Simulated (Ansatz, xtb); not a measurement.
**Two isomers of C5H5N3O**

We compare X, `[H]/N=C(\C=O)c1cc[nH]n1`, a singlet, with Y, `Nc1cnncc1C=O`, a singlet. Both are isolated molecules in the gas phase, relaxed with B3LYP/def2-SVP; the shapes shown needn't be the lowest conformers.

X (Å):

```xyz
14

C    -0.8176   -0.8233   -0.8200
C     0.4197   -0.1724   -1.4273
C    -1.0398   -0.6665    0.6247
C    -2.1147   -1.1817    1.4007
C    -1.8479   -0.7513    2.6838
N    -1.6319   -1.4832   -1.5500
N    -0.6871   -0.0374    2.6138
N    -0.1818    0.0273    1.3835
O     0.6529   -0.2679   -2.6084
H    -1.2791   -1.4608   -2.5196
H     1.0851    0.3864   -0.7332
H    -2.9489   -1.7783    1.0437
H    -2.3783   -0.8913    3.6233
H    -0.2013    0.4234    3.3747
```

Y (Å):

```xyz
14

C     0.7612   -0.0572    1.2898
C     1.9216    0.5758    1.8287
C     2.2993   -0.7734   -0.4152
C     0.9841   -0.7750    0.0878
C    -0.0892   -1.4869   -0.6069
N    -0.4446    0.0239    1.8788
N     3.1166    0.5191    1.2813
N     3.3302   -0.1590    0.1444
O    -1.2501   -1.5314   -0.2305
H    -1.2259   -0.4550    1.4341
H    -0.5678    0.5450    2.7365
H     1.8445    1.1539    2.7579
H     2.5195   -1.3157   -1.3432
H     0.2198   -2.0131   -1.5436
```

Quicker runs give these differences E(Y) − E(X): GFN2-xTB −0.565 eV; HF/STO-3G −0.241 eV (at GFN2-xTB geometries); r2SCAN-D4/def2-SVP −0.291 eV (at GFN2-xTB geometries).

Estimate E(Y) − E(X) at the level CCSD(T)/def2-SVP + ΔMP2/def2-TZVPP.

Not settled: CCSD(T)/def2-SVP + ΔMP2/def2-TZVPP gives E(Y) − E(X) = −0.097 eV, but this leans on the basis-set step: CCSD(T) alone gives +0.017 eV.

How the difference moves with the method:

| level | geometry | E(Y) − E(X) (eV) | departure from the last row (eV) | job, with rough time for the two |
| --- | --- | --- | --- | --- |
| GFN2-xTB | GFN2-xTB | −0.565 | −0.468 | optimisation, 0.16 s |
| HF/STO-3G | GFN2-xTB | −0.241 | −0.144 | single point, 0.42 s |
| r2SCAN-D4/def2-SVP | GFN2-xTB | −0.291 | −0.194 | single point, 3.7 s |
| B3LYP/def2-SVP | B3LYP/def2-SVP | −0.255 | −0.159 | optimisation, 29 s |
| HF/def2-SVP | B3LYP/def2-SVP | −0.170 | −0.073 | part of the CCSD(T) run |
| MP2/def2-SVP | B3LYP/def2-SVP | +0.038 | +0.134 | part of the CCSD(T) run |
| CCSD(T)/def2-SVP | B3LYP/def2-SVP | +0.017 | +0.114 | single point |
| CCSD(T)/def2-SVP + ΔMP2/def2-TZVPP | B3LYP/def2-SVP | −0.097 |  | single point, 1.8 min |

As drawn, Y has 1 C–N, 1 C∷C in place of 1 C=N, 1 C–C (∷ is an aromatic bond). Structure X has a 5-membered ring (with an aromatic ring), Y a 6-membered ring (with an aromatic ring).

MP2/def2-SVP puts the two in the other order. CCSD(T)/def2-SVP finds them nearly level. The largest departure from CCSD(T)/def2-SVP + ΔMP2/def2-TZVPP is that of GFN2-xTB, 0.468 eV. The last row adds to CCSD(T) the change of the MP2 difference between the two basis sets, here −0.114 eV.

With thermal terms from frequencies at re-optimised GFN2-xTB minima (ideal gas, soft modes damped towards free rotors, one conformer each, 298.15 K, 1 atm): on the last row, ΔE + ΔZPE = −0.117, ΔH = −0.123, ΔG = −0.088 eV.

The correlated steps freeze 9 core orbitals. Programs: Ansatz 0.2.0, xtb 6.7.1; the last row on 4 threads of Arm Neoverse V2 on a shared host.
